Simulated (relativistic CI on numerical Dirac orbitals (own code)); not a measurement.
## Hf II: what numerical and physical settings do to a radial Dirac CI calculation

Reference input:

```
atom Hf  Z=72  charge=1  electrons=71
nucleus A=180  rms_radius_fm=5.3470
hamiltonian dirac-coulomb  breit=on  qed=on  c_scale=1
orbitals kli  potential=per-configuration
slater_scale 1
correlation none
mixing on
grid step=0.0125 r_max=129.7
scf mixing=0.4 start=green max_iterations=150 tolerance=2e-08 node_fill=0.05
configurations
  [Xe] 4f14 5d 6s2
  [Xe] 4f14 5d2 6s
end
```

Computed lowest total energy -15062.33951 Ha, first excitation 1076.9 cm⁻¹, 29 SCF steps. Runs with settings changed; * marks those that are bad on purpose:

| Changed | Outcome | Lowest level | ΔE (Ha) | First excitation (cm⁻¹) | SCF steps | Message |
| --- | --- | --- | --- | --- | --- | --- |
| node fill of the KLI weights 0.5 | converged | 5d2 6s 4F_3/2 | 0.0847 | 1360.1 | 27 |  |
| nuclear radius 4.8123 fm | converged | 5d2 6s 4F_3/2 | -0.33 | 1077.3 | 29 |  |
| QED terms off | converged | 5d2 6s 4F_3/2 | -10.6 | 1088.0 | 29 |  |
| grid step 0.04 | converged | 5d2 6s 4F_3/2 | 0.000729 | 1076.9 | 27 |  |
| iteration limit 1 * | not converged |  |  |  | 1 | SCF of 1s2 2s2 2p6 3s2 3p6 3d10 4s2 4p6 4d10 4f14 5s2 5p6 5d 6s2 did not converge |
| charge 0 * | refused |  |  |  | 0 | configuration [Xe] 4f14 5d 6s2 has 71 electrons, the ion has 72 |

With so few configurations and no correlation the model can put configurations in the wrong order; the tabulated ground configuration is [Xe] 4f14 5d 6s2.
